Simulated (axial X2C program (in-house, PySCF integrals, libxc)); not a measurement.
## Spin–orbit effects down a group: molecules with H (ions), PBE0

Computed with an in-house all-electron X2C program for linear molecules (integrals from PySCF), spin-free (one-electron X2C) or two-component (2c: spin–orbit coupling with atomic mean-field Coulomb and Gaunt terms, which also bring small scalar terms), in Dyall basis sets with cores contracted in-house; open shells are unrestricted.

Basis sets: Al dyall-v3z, B dyall-v3z, Ga dyall-cv3z, H dyall-v3z, In dyall-cv3z.

```tsv
molecule	spin-free state	Re (Å)	ωe (cm⁻¹)	De (eV)	2c state	Re 2c (Å)	ωe 2c (cm⁻¹)	De 2c (eV)
BH⁺	M_S = 1/2, Λ = 0	1.207	2531.5	2.62	Ω = 1/2	1.208	2531.4	2.62
AlH⁺	M_S = 1/2, Λ = 0	1.622	1650.1	0.93	Ω = 1/2	1.622	1649.7	0.93
GaH⁺	M_S = 1/2, Λ = 0	1.666	1256.4	0.45	Ω = 1/2	1.666	1254.5	0.45
InH⁺	M_S = 1/2, Λ = 0	1.844	1101.0	0.33	Ω = 1/2	1.843	1105.8	0.33
```

Fragments in 2c: B+ + H, Al+ + H, Ga+ + H, In+ + H. Each entry is the lowest single determinant of a limited PBE0 search at one distance. De goes to single-determinant-based atoms at the same level (for ions the charge split of lowest energy) and is withheld (n/a) where an atom does not fit its ground term or J level. Main or longest-lived isotopes.
